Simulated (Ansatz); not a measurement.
```yaml
crystal:
  periodic: [false, false, false]
  atoms:
    - {symbol: Ag, position_ang: [-0.701689, 1.569718, -1.164349]}
    - {symbol: H, position_ang: [0.674181, 2.465947, 0.435007]}
    - {symbol: Ag, position_ang: [1.140187, 1.081471, 1.229266]}
    - {symbol: H, position_ang: [1.602488, -0.695532, 2.088130]}
    - {symbol: Ag, position_ang: [0.731833, -1.512210, 1.185032]}
    - {symbol: H, position_ang: [-0.809266, -2.580226, -0.278334]}
    - {symbol: Ag, position_ang: [-1.276949, -0.979631, -1.202148]}
    - {symbol: H, position_ang: [-1.307032, 0.570228, -1.998810]}
basis:
  gaussian: {orbitals: def2-SVPD}
magnetization: {spin_polarized: true, initial_magnetization: 2}
hamiltonian: {xc: {name: wB97X-V}}
```

```sh
$ ansatz run in.yaml --threads 4 --pin off --events-out ev --progress --plain --max-ram 3916MiB
```

It prints (some lines left out):

```
Functional definition: wB97X-V
1520 factors; their error is unknown
464 factors; integrals over basis functions are off by at most 7.3e-6 eV
mean field evaluation 1: about -16046.6353 eV, gradient 3.2e1 eV
mean field evaluation 2: about -16047.1199 eV, gradient 3.7e1 eV
mean field evaluation 4: about -16051.8493 eV, gradient 2.1e0 eV
mean field evaluation 8: about -16051.8072 eV, gradient 6.0e-1 eV
mean field evaluation 16: about -16052.7789 eV, gradient 3.4e-4 eV
mean field evaluation 32: about -16052.8031 eV, gradient 2.4e-6 eV
mean field evaluation 64: about -16052.6991 eV, gradient 1.2e0 eV
mean field -16052.80305619 eV, -589.9296313344 hartree, gradient 3.7e-6 eV, S^2 2.010854; 12 other end points of the search recorded, 0 dependent functions left out
reference -16052.80305611 eV, -589.9296313313 hartree; 41, 39 occupied and 127, 129 virtual orbitals, 1520 factors
Total energy: -16052.80305611 eV, -589.9296313313 hartree
```

Hardware: 4 threads of Intel Xeon Platinum 8375C on a shared host. Wall time 81 s, peak host memory 1.6 GiB.

In the def2 sets Ag takes a core potential; there is no spin–orbit coupling.
